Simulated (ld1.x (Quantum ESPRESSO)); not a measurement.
**Ni (Z = 28): excitation energies, all-electron against TM**

* Element: nickel (Ni)
* Generator: ld1.x (Quantum ESPRESSO) 7.5
* Type: norm-conserving Troullier–Martins (Kleinman–Bylander form)
* Functional: LDA (PZ)
* Relativity: non-relativistic
* Frozen core: [Ne] 3s2
* Valence charge: 16
* Reference configuration: 3p6 3d8 4s0 4p0 (charge +2)
* Partial waves: 4s (bound, empty): rc 1.45 bohr; 3d (bound): rc 1.65 bohr; 3p (bound): rc 0.70 bohr
* Local potential: the p channel
* Core correction: none

Energies are relative to the spin-unpolarised reference configuration 3p6 3d8 4s0 4p0; without spin polarisation the order of configurations can differ from experiment. Spin-polarised rows fill each open shell by Hund’s rule, majority spin first.

| valence configuration | charge | ΔE all-electron (eV) | error AE − PS (meV) |
| --- | --- | --- | --- |
| 3p6 3d8 4s2 4p0 | 0 | -26.796 | +5.4 |
| 3p6 3d7 4s0 4p0 | +3 | 38.046 | +30 |
| 3p6 3d9 4s0 4p0 | +1 | -20.837 | -5.5 |
| 3p6 3d9 4s1 4p0 | 0 | -28.813 | -16 |
| 3p6 3d8 4s1 4p1 | 0 | -22.287 | +12 |
| 3p6 3d8.5 4s1.5 4p0 | 0 | -28.211 | -7.0 |
| 3p6 3d8 4s0 4p0 (spin-polarised) | +2 | -0.950 | +147 |
| 3p6 3d8 4s2 4p0 (spin-polarised) | 0 | -27.715 | +150 |

**Question.** What are ΔE and the potential's error for 3p6 3d8 4s1 4p0?

**Answer.** ΔE = -17.371 eV all-electron; the error (AE − PS) is +2.6 meV.

Levels in the configuration 3p6 3d8 4s0 4p0 (spin-polarised):

| level | all-electron (eV) | pseudo (eV) |
| --- | --- | --- |
| 3p up | -91.142 | -91.315 |
| 3d up | -29.746 | -29.878 |
| 3p down | -89.059 | -88.836 |
| 3d down | -27.845 | -27.681 |

Note: ghost state, extra bound levels that the all-electron valence spectrum of the same l lacks: s at -77.8 eV. A true bound ghost makes a file unfit for plane-wave use.
